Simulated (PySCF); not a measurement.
# Ne⁺ (neon, charge +1): M06-L calculation

Configuration: [He] 2s2 2p5, 2P determinant. Calculation: PySCF 2.14, in pcseg-2 (4s3p2d1f, 30 functions); the non-relativistic Hamiltonian (point nucleus).

```
Total energy                                                  : -128.1678 hartree
One-electron energy                                           : -175.1404 hartree
Hartree (Coulomb) energy                                      : 58.9816 hartree
Exchange-correlation energy                                   : -12.0090 hartree
Kinetic energy                                                : 127.93325 hartree
⟨S²⟩                                                          : 0.7519
⟨L²⟩                                                          : 2.005
Sum of ⟨r⟩                                                    : 6.421 bohr
Sum of ⟨r²⟩                                                   : 6.790 bohr²
Traceless quadrupole moment −½Σ⟨3z² − r²⟩ along its main axis : 0.406 e·bohr²
Density at the nucleus (Gaussians lack the cusp)              : 601 bohr⁻³
Spin density at the nucleus                                   : 0.470 bohr⁻³
Langevin diamagnetic susceptibility                           : -5.38 ×10⁻⁶ cm³/mol
Time after the integrals                                      : 0.18 s of wall time on 1 thread of Intel(R) Xeon(R) 6975P-C (shared host)
```

| shell | electrons | mean orbital energy (hartree) | spread (hartree) | rms radius, mean of both spins (bohr) |
| --- | --- | --- | --- | --- |
| 1s α | 1 | -31.59868 | 0 | 0.184 |
| 1s β | 1 | -31.55928 | 0 | 0.184 |
| 2s α | 1 | -2.18191 | 0 | 0.944 |
| 2s β | 1 | -2.02791 | 0 | 0.944 |
| 2p α | 3 | -1.25278 | 0.10860 | 0.994 |
| 2p β | 2 | -1.16599 | 0 | 0.994 |
